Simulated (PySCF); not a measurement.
CH6BN, SMILES NBC.

Geometry optimised at PBE-D3(BJ)/def2-TZVP. Other conformers were not sampled.

Level of theory: PySCF with PBE-D3(BJ)/def2-TZVP.

No scaling factor is applied to the harmonic values.

Computed harmonic wavenumbers and intensities:
```json
[
 {"mode": "1", "ν (cm⁻¹)": "144", "IR (km/mol)": "3.9", "moving atoms (share of kinetic energy)": "H 87 %, B 9 %"},
 {"mode": "2", "ν (cm⁻¹)": "348", "IR (km/mol)": "0.7", "moving atoms (share of kinetic energy)": "H 47 %, B 21 %, N 18 %, C 14 %"},
 {"mode": "3", "ν (cm⁻¹)": "512", "IR (km/mol)": "6.5", "moving atoms (share of kinetic energy)": "H 93 %"},
 {"mode": "4", "ν (cm⁻¹)": "568", "IR (km/mol)": "156.5", "moving atoms (share of kinetic energy)": "H 76 %, N 21 %"},
 {"mode": "5", "ν (cm⁻¹)": "766", "IR (km/mol)": "0.7", "moving atoms (share of kinetic energy)": "H 77 %, C 18 %"},
 {"mode": "6", "ν (cm⁻¹)": "816", "IR (km/mol)": "0.4", "moving atoms (share of kinetic energy)": "H 89 %, C 10 %"},
 {"mode": "7", "ν (cm⁻¹)": "822", "IR (km/mol)": "1.4", "moving atoms (share of kinetic energy)": "H 53 %, C 21 %, N 16 %, B 9 %"},
 {"mode": "8", "ν (cm⁻¹)": "939", "IR (km/mol)": "17.1", "moving atoms (share of kinetic energy)": "H 59 %, B 31 %, C 9 %"},
 {"mode": "9", "ν (cm⁻¹)": "1017", "IR (km/mol)": "2.4", "moving atoms (share of kinetic energy)": "H 70 %, C 15 %, B 11 %"},
 {"mode": "10", "ν (cm⁻¹)": "1128", "IR (km/mol)": "24.7", "moving atoms (share of kinetic energy)": "H 55 %, B 26 %, N 18 %"},
 {"mode": "11", "ν (cm⁻¹)": "1274", "IR (km/mol)": "8.7", "moving atoms (share of kinetic energy)": "H 73 %, C 18 %"},
 {"mode": "12", "ν (cm⁻¹)": "1353", "IR (km/mol)": "139.9", "moving atoms (share of kinetic energy)": "B 43 %, H 41 %, N 8 %"},
 {"mode": "13", "ν (cm⁻¹)": "1409", "IR (km/mol)": "4.5", "moving atoms (share of kinetic energy)": "H 96 %"},
 {"mode": "14", "ν (cm⁻¹)": "1432", "IR (km/mol)": "15.3", "moving atoms (share of kinetic energy)": "H 81 %, B 13 %"},
 {"mode": "15", "ν (cm⁻¹)": "1591", "IR (km/mol)": "102.4", "moving atoms (share of kinetic energy)": "H 78 %, N 17 %"},
 {"mode": "16", "ν (cm⁻¹)": "2522", "IR (km/mol)": "142.6", "moving atoms (share of kinetic energy)": "H 91 %, B 9 %"},
 {"mode": "17", "ν (cm⁻¹)": "2953", "IR (km/mol)": "6.7", "moving atoms (share of kinetic energy)": "H 97 %"},
 {"mode": "18", "ν (cm⁻¹)": "3013", "IR (km/mol)": "10.7", "moving atoms (share of kinetic energy)": "H 91 %, C 9 %"},
 {"mode": "19", "ν (cm⁻¹)": "3027", "IR (km/mol)": "30.8", "moving atoms (share of kinetic energy)": "H 91 %, C 9 %"},
 {"mode": "20", "ν (cm⁻¹)": "3492", "IR (km/mol)": "11.5", "moving atoms (share of kinetic energy)": "H 96 %"},
 {"mode": "21", "ν (cm⁻¹)": "3588", "IR (km/mol)": "16.5", "moving atoms (share of kinetic energy)": "H 91 %, N 9 %"}
]
```
